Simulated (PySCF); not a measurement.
**A series of derivatives of [SiH3]O[SiH2]O[SiH3]**

Parent skeleton `[SiH3:1][O:2][SiH2:3][O:4][SiH3:5]`; one hydrogen on atom 1 is replaced by X. Hydrogens on one atom are averaged.

PySCF 2.14.0 with density-fitted response routines calculation with σ from GIAO-PBE0/pcSseg-1 and structure optimised with GFN2-xTB; no relativistic terms, a single conformation, fast rotation and ring inversion assumed for equivalent nuclei, in vacuum.

δ = σ(ref) − σ, references computed at the same level: $^{29}$Si, $^{1}$H vs TMS; $^{17}$O against H2O.

Parent (X = H): Si1 -44.0, O2 40.8, Si3 -44.5, O4 40.8, Si5 -44.0, H(Si1) 5.25, H(Si3) 4.90, H(Si5) 5.25 ppm. Effects are Δδ = δ(X) − δ(H), positive for deshielding.

Q: Give Δδ (ppm) for X = NHCOCH3, CF3, OH, COCH3, NHCH3, CH2CN, CHF2, CH2NH2, CHO.

A: 
```tsv
X	SMILES	Si1	O2	Si3	O4	Si5	H(Si1)	H(Si3)	H(Si5)
NHCOCH3	CC(=O)N[SiH2]O[SiH2]O[SiH3]	+1.8	+29.1	+0.4	+0.1	+1.7	+0.25	+0.03	-0.05
CF3	FC(F)(F)[SiH2]O[SiH2]O[SiH3]	-2.2	+10.8	-4.3	+1.1	+5.9	-0.19	+0.12	+0.01
OH	O[SiH2]O[SiH2]O[SiH3]	+3.3	+52.5	-2.4	+1.9	+0.1	-0.15	+0.06	-0.10
COCH3	CC(=O)[SiH2]O[SiH2]O[SiH3]	-10.1	+9.5	+0.8	+0.7	+0.2	-0.01	+0.09	-0.16
NHCH3	CN[SiH2]O[SiH2]O[SiH3]	+5.8	+31.8	-3.0	+2.2	-0.6	+0.02	+0.15	-0.01
CH2CN	N#CC[SiH2]O[SiH2]O[SiH3]	+12.2	+21.7	+0.0	+0.7	+4.6	+0.06	+0.17	+0.12
CHF2	FC(F)[SiH2]O[SiH2]O[SiH3]	+4.9	+12.6	-3.8	+0.0	+1.0	-0.18	+0.08	+0.05
CH2NH2	NC[SiH2]O[SiH2]O[SiH3]	+19.9	+13.8	-1.9	+2.4	-0.8	-0.12	+0.12	-0.03
CHO	O=C[SiH2]O[SiH2]O[SiH3]	-15.8	+11.9	-0.4	+3.2	+1.8	-0.36	+0.20	+0.07
```

Q: Which position responds most, and to which substituents?

A: O2: from +9.5 ppm with COCH3 to +52.5 ppm with OH.

Unscaled 17O shifts of doubly bonded oxygen tend to come out too high, by tens of ppm or more. Experimental scales use liquid or dissolved standards, which lie at an offset from isolated H2O (liquid H2O: subtract about 36 ppm).
